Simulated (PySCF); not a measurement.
## Calculated data, CH$_{7}$AlGeSi, AlGeH$_{4}$, AlGeH$_{9}$Si$_{2}$

Calculation on a computer-drawn molecule: optimised geometry and harmonic frequencies of an isolated molecule of the commonest isotopes, restricted reference for singlets and unrestricted otherwise, frozen core in MP2; on germanium a core potential holds 10 electrons, which the energies leave out, and 3d is frozen in MP2 and coupled-cluster steps. Program: PySCF 2.14.0.

Common to all runs: multiplicity 1.

(1) CH$_{7}$AlGeSi

Start structure:
```xyz
11
CH7AlGeSi
Al     1.4654     1.3987     2.1289
C      1.5130    -0.5546     1.7512
Si     1.2326    -0.8987    -0.0057
Ge     0.9854     0.9642    -1.2369
H      2.7307     2.3229     2.1082
H      0.2232     2.1795     2.4701
H      1.6536    -1.3464     2.4108
H      1.1983    -2.1681    -0.7744
H      1.9676     1.3175    -2.3745
H     -0.4036     1.2063    -1.9084
H      0.9848     2.2013    -0.3169
```

```
charge                                        : 0
method                                        : HF
basis                                         : cc-pV(D+d)Z
basis and core potential on germanium         : cc-pVDZ-PP ECP10MDF
rotational constants                          : 4.972, 1.06, 0.8832 GHz
total energy                                  : -866.1204 hartree
convergence status largest gradient component : 2.038e-05 hartree/bohr
```

Drawn bonds:
```
atom  other atom  order
   1           2      1
   2           3      2
   3           4      1
   1           5      1
   1           6      1
   2           7      1
   3           8      1
   4           9      1
   4          10      1
   4          11      1
```

Optimised structure:
```xyz
11
CH7AlGeSi
Al     1.6620     1.3419     2.6039
C      1.6552    -0.3269     1.6543
Si     1.2954    -0.5811     0.0038
Ge     0.6931     1.0732    -1.6281
H      2.0227     1.3920     4.1451
H      1.3039     2.6880     1.8493
H      1.9041    -1.2343     2.2073
H      1.3306    -1.9417    -0.5829
H      1.6819     0.9843    -2.7955
H     -0.7059     0.7464    -2.1612
H      0.7080     2.4809    -1.0438
```

Modes:
```
frequency (cm⁻¹)  reduced mass (dalton)
           24.02                  1.047
           93.16                  6.721
           146.6                  2.689
           165.8                  1.177
           213.8                  3.203
           345.4                  6.825
           437.8                   1.04
           520.2                  1.208
           535.7                  1.542
           558.9                  1.186
           653.3                  1.193
           659.9                  2.478
           797.5                  1.134
           836.7                  1.067
           863.4                  1.146
           888.3                  1.052
           960.7                  1.019
           966.6                  1.021
            1011                  1.385
            1184                  4.185
            1967                  1.059
            1978                  1.024
            2214                  1.023
            2224                  1.017
            2264                  1.019
            2305                  1.042
            3264                  1.085
```

(2) AlGeH$_{4}$

Start structure:
```xyz
6
AlGeH4
Al    -1.8770     1.1314     0.0296
Ge    -1.6480     3.1151     1.5150
H     -2.5808     0.8756    -1.3244
H     -1.2328    -0.4175     0.1468
H     -1.2818     3.7473     0.0183
H     -0.0890     2.5403     1.5063
```

```
charge                                        : -1
method                                        : HF
basis                                         : aug-cc-pV(D+d)Z
basis and core potential on germanium         : aug-cc-pVDZ-PP ECP10MDF
rotational constants                          : 61.8, 3.666, 3.544 GHz
total energy                                  : -537.6151 hartree
convergence status largest gradient component : 1.243e-05 hartree/bohr
```

Drawn bonds:
```
atom  other atom  order
   1           2      1
   1           3      1
   1           4      1
   2           5      1
   2           6      1
```

Optimised structure:
```xyz
6
AlGeH4
Al    -1.7638     0.9172    -0.1771
Ge    -1.4705     2.9089     1.2250
H     -2.8000     0.8172    -1.4221
H     -1.3523    -0.5877     0.2702
H     -1.3281     4.1158     0.2177
H      0.0053     2.8208     1.7779
```

Modes:
```
frequency (cm⁻¹)  reduced mass (dalton)
           198.7                  1.647
           282.8                  1.016
           323.7                  1.041
           371.1                   2.23
           587.3                  1.168
           602.8                  1.105
             859                  1.064
           940.3                  1.027
            1772                  1.053
            1804                  1.029
            1946                  1.023
            1956                  1.017
```

(3) AlGeH$_{4}$

Start structure:
```xyz
6
AlGeH4
Al    -1.7638     0.9172    -0.1771
Ge    -1.4705     2.9089     1.2250
H     -2.8000     0.8172    -1.4221
H     -1.3523    -0.5877     0.2702
H     -1.3281     4.1158     0.2177
H      0.0053     2.8208     1.7779
```

```
charge                                        : -1
method                                        : MP2
basis                                         : aug-cc-pV(D+d)Z
basis and core potential on germanium         : aug-cc-pVDZ-PP ECP10MDF
rotational constants                          : 62.09, 3.753, 3.62 GHz
total energy                                  : -537.8074 hartree
convergence status largest gradient component : 2.235e-05 hartree/bohr
```

Drawn bonds:
```
atom  other atom  order
   1           2      1
   1           3      1
   1           4      1
   2           5      1
   2           6      1
```

Optimised structure:
```xyz
6
AlGeH4
Al    -1.7320     0.9090    -0.2113
Ge    -1.4483     2.8750     1.1782
H     -2.8219     0.8245    -1.4101
H     -1.3664    -0.5886     0.2943
H     -1.3407     4.1370     0.2374
H      0.0000     2.8354     1.8030
```

Modes:
```
frequency (cm⁻¹)  reduced mass (dalton)
           210.1                  1.419
           283.2                  1.023
           334.5                  1.031
             372                  2.884
           532.2                  1.162
           554.8                  1.109
           809.1                  1.065
           879.5                  1.027
            1766                  1.054
            1784                  1.029
            1956                  1.018
            1960                  1.023
```

(4) AlGeH$_{9}$Si$_{2}$

Start structure:
```xyz
13
AlGeH9Si2
Al     1.1413     1.5569     1.8959
Ge    -0.5941     0.9652     0.4377
Si    -2.8465     0.7024    -0.5375
Si    -2.8575     0.7844    -2.8488
H      2.1579     2.6302     1.3061
H      1.4691     1.1526     3.3391
H      0.1332    -0.1025    -0.4716
H     -0.0708     2.1785    -0.4389
H     -3.3862    -0.5049     0.0147
H     -3.6415     1.7396     0.0931
H     -4.1362     0.6043    -3.4840
H     -2.2523     1.9775    -3.4057
H     -2.0027    -0.3556    -3.4486
```

```
charge                                        : 0
method                                        : HF
basis                                         : cc-pV(D+d)Z
basis and core potential on germanium         : cc-pVDZ-PP ECP10MDF
rotational constants                          : 5.708, 0.7375, 0.6752 GHz
total energy                                  : -1118.3987 hartree
convergence status largest gradient component : 2.05e-06 hartree/bohr
```

Drawn bonds:
```
atom  other atom  order
   1           2      1
   2           3      1
   3           4      1
   1           5      1
   1           6      1
   2           7      1
   2           8      1
   3           9      1
   3          10      1
   4          11      1
   4          12      1
   4          13      1
```

Optimised structure:
```xyz
13
AlGeH9Si2
Al     0.7553     1.5353     2.0647
Ge     0.0346     1.1385    -0.3004
Si    -2.3659     0.9744    -0.5423
Si    -3.0278     0.5996    -2.7832
H      0.8937     3.0094     2.6195
H      1.0363     0.3137     3.0283
H      0.6328    -0.1649    -0.8618
H      0.5035     2.2723    -1.2313
H     -2.8633    -0.1357     0.3126
H     -2.9889     2.2299    -0.0460
H     -4.5045     0.5052    -2.8894
H     -2.5591     1.7155    -3.6399
H     -2.4329    -0.6647    -3.2793
```

Modes:
```
frequency (cm⁻¹)  reduced mass (dalton)
           26.62                  4.064
           45.28                  1.038
           58.49                  6.028
           100.5                  1.074
           111.8                  5.913
           301.9                  1.029
           315.8                  8.213
           341.1                   10.5
           349.7                  1.069
           435.8                  1.091
           454.4                  5.823
           525.8                  1.121
           559.1                  1.177
           591.4                  1.196
           663.5                  1.112
           690.3                  1.135
           772.7                  1.035
           816.6                  1.139
           838.8                  1.063
             951                  1.025
           973.7                  1.097
            1012                   1.05
            1025                  1.035
            1028                  1.044
            1982                  1.025
            1986                   1.06
            2168                  1.023
            2176                  1.016
            2277                   1.03
            2278                   1.05
            2300                  1.047
            2305                  1.051
            2305                  1.022
```
